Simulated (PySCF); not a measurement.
Correlation energy of O²⁺ (oxygen, charge +2)

[He] 2s1 2p3, high-spin 5S determinant (an excited configuration). All numbers are calculated (PySCF 2.14, the spin-free X2C one-electron Hamiltonian (Gaussian nucleus), in x2c-QZVPPall (7s4p3d2f1g, 57 functions)). Frozen: 1s2; 4 electrons correlated.

| level | correlation energy (mhartree) |
| --- | --- |
| CCSD | -34.69 |
| (T) | -0.14 |
| CCSD(T) | -34.83 |

Diagnostics: T1 = 0.00097, D1 = 0.0015, largest double amplitude 0.014.

Cost of the coupled-cluster step: of the order of 1.6 core-seconds, for 4 correlated electrons.

Iterations:

```
CC2 = 0
CCSD nocc = (np.int64(4), np.int64(0)), nmo = (56, 56)
frozen orbitals [[0], [0]]
max_cycle = 100
direct = 0
conv_tol = 1e-08
conv_tol_normt = 1e-06
diis_space = 8
diis_start_cycle = 0
Init t2, MP2 energy = -0.0299286559410903
Init E_corr(UCCSD) = -0.0299286559434355
cycle = 1  E_corr(UCCSD) = -0.0339430594068754  dE = -0.00401440346  norm(t1,t2) = 0.00958846
cycle = 2  E_corr(UCCSD) = -0.0345578568247342  dE = -0.000614797418  norm(t1,t2) = 0.00183422
cycle = 3  E_corr(UCCSD) = -0.0346898018568688  dE = -0.000131945032  norm(t1,t2) = 0.000424797
cycle = 4  E_corr(UCCSD) = -0.0346849952258989  dE = 4.80663097e-06  norm(t1,t2) = 3.80859e-05
cycle = 5  E_corr(UCCSD) = -0.0346850265026688  dE = -3.12767699e-08  norm(t1,t2) = 1.37885e-06
cycle = 6  E_corr(UCCSD) = -0.0346850252041052  dE = 1.29856365e-09  norm(t1,t2) = 1.01393e-07
UCCSD converged
E(UCCSD) = -72.99022405957545  E_corr = -0.03468502520410516
UCCSD(T) correction = -0.000137257570302721
```
